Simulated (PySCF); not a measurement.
# [LaF4]− at several levels of theory

Computed with PySCF 2.14.0 (density fitting, no spin-orbit coupling) at the geometry relaxed with PBE0:

```xyz
5
[LaF4]− (singlet)
La    0.0000    0.0000    0.0000
F     1.2677    1.2677    1.2677
F    -1.2677   -1.2677    1.2677
F     1.2677   -1.2677   -1.2677
F    -1.2677    1.2677   -1.2677
```

```tsv
level	basis	state	HOMO (eV)	gap (eV)	charge on La1 (e)	population of f-type functions on La1 (polarisation alone where 4f lies in the core)	dipole about the centre of mass (D)	largest force component (eV/Å)
PBE0	La lcecp-1-SVP with ECP46, F def2-SVP	singlet	-4.62	8.11	1.14	0.11	0.00	0.01
PBE0	La lcecp-1-TZVP with ECP46, F def2-TZVP	singlet	-4.99	8.38	1.58	0.16	0.00	0.13
```

In the lcecp rows the 4f levels are missing from HOMO and gap, and the state counts the valence alone.

Charges are Mulliken's, which hang on the basis. The relaxation used the grid (50, 194), these runs (75, 302) or, all-electron (x2c bases, spin-free X2C Hamiltonian), (99, 590).

**Question.** A further run in the first row's basis gives HOMO (eV) -2.77, gap (eV) 5.90, charge on La1 (e) 0.98, population of f-type functions on La1 (polarisation alone where 4f lies in the core) 0.11, dipole about the centre of mass (D) 0.00, largest force component (eV/Å) 0.12. Which level was it?
A. TPSS
B. HF

**Answer.** A. The others give HOMO -9.75 eV (HF).

In the first row's basis the gap widens with exact exchange: 5.9 eV for TPSS (none); 8.1 eV for PBE0 (a fixed share); 14.7 eV for Hartree–Fock (rising or full at long range).
